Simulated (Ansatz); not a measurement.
The cluster Ag5Te2⁺. Total charge 1; singlet. Geometry PBE-D4/def2-SVP, basis def2-TZVP, Ansatz.

Cartesian coordinates in Å:
```
Ag -0.0156 1.3848 0.9757
Ag 1.5524 -0.3924 -0.5141
Ag -1.4270 -0.8804 0.1313
Ag -0.7469 3.2542 -0.9921
Ag 0.5494 -3.0328 0.2457
Te -0.5607 0.8062 -1.9781
Te 0.6484 -1.1395 2.1316
```

| run | HOMO (eV) | LUMO (eV) |
| --- | --- | --- |
| A | -8.70 | -7.57 |
| B | -9.00 | -7.92 |
| C | -9.04 | -7.09 |
| D | -8.58 | -7.44 |
| E | -9.41 | -6.75 |
| F | -8.75 | -7.39 |

In the def2 sets Ag, Te take a core potential; there is no spin–orbit coupling. No other spin state of charge 1 was run. The structure comes from a short search, and lower isomers may exist.

Q: The runs used LDA (SPW92), PBE, PBE0, r2SCAN, r2SCANh, revPBE. Estimate which is which.

A: A PBE (0 % exact exchange); B LDA (SPW92) (0 % exact exchange); C r2SCANh (10 % exact exchange); D revPBE (0 % exact exchange); E PBE0 (25 % exact exchange); F r2SCAN (0 % exact exchange). Exact exchange lowers occupied and raises empty levels; among semilocal functionals meta-GGAs tend to open the gap a little, and such runs are hard to tell apart. The gap grows from 1.08 eV (LDA (SPW92)) to 2.66 eV (PBE0).
